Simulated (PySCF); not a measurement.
Species: C₆H₁₁O₂ (doublet state).
Z-matrix (Å and degrees, GFN2-xTB geometry), rows numbered from 1:
```
C 
C   1  1.3692
C   2  1.5031  1  120.93
C   2  1.3857  1  121.29  3  -179.90
O   4  1.3680  2  120.53  1  -179.47
C   5  1.3990  4  115.46  2   179.05
O   6  1.3887  5  113.82  4   -60.94
C   7  1.4139  6  113.94  5   -65.96
H   1  1.0735  2  121.21  3     0.20
H   1  1.0745  2  121.32  3  -179.61
H   3  1.0879  2  110.01  1  -124.73
H   3  1.0860  2  110.82  1    -3.84
H   3  1.0886  2  110.15  1   116.95
H   4  1.0800  2  122.52  1    -0.48
H   6  1.1015  5  105.01  4   176.63
H   6  1.1000  5  110.92  4    57.76
H   8  1.0871  7  106.12  6   178.79
H   8  1.0937  7  111.25  6    59.50
H   8  1.0956  7  110.69  6   -62.00
```

The hyperfine couplings belong to this conformer and change with its torsions.

Identity: `[CH](OCOC)C(C)=C` [radical].

Method used: UKS B3LYP, pcH-1 on C H O, non-relativistic, mean-field spin-orbit, GIAO in PySCF 2.14.0. Isolated species at its GFN2-xTB geometry (one conformer only). A GFN2-xTB geometry isn't a minimum of the functional, and hyperfine couplings can be far from their values at a DFT geometry. No stability test was run, so a lower SCF solution isn't excluded. ⟨S²⟩ is 0.774 where a pure state has 0.75.

Largest spin populations (Mulliken): C1 (+0.63), C4 (+0.61), C2 (-0.24) and O5 (+0.07). The angles at C1 add up to 360.0°, so it is planar.

Question: Test a(H) = Q·ρ(C) for the protons on planar carbons with a spin population beyond ±0.08.

Answer: 
```json
{"H": "H9", "C": "C1", "ρ(C)": "+0.630", "a(H) (G)": "-13.97", "a/ρ (G)": "-22.1"}
{"H": "H10", "C": "C1", "ρ(C)": "+0.630", "a(H) (G)": "-12.94", "a/ρ (G)": "-20.5"}
{"H": "H14", "C": "C4", "ρ(C)": "+0.611", "a(H) (G)": "-15.07", "a/ρ (G)": "-24.7"}
```

A least-squares line through the origin gives Q = -22.4 G with Mulliken populations.

Couplings in gauss use g_iso = 2.0030.

Time: 87 s of wall time (grids of density and orbitals included); peak memory 0.97 GiB. Hardware: one thread, Arm Neoverse V1 (aarch64), shared host with 32 logical CPUs at a one-minute load of 19.
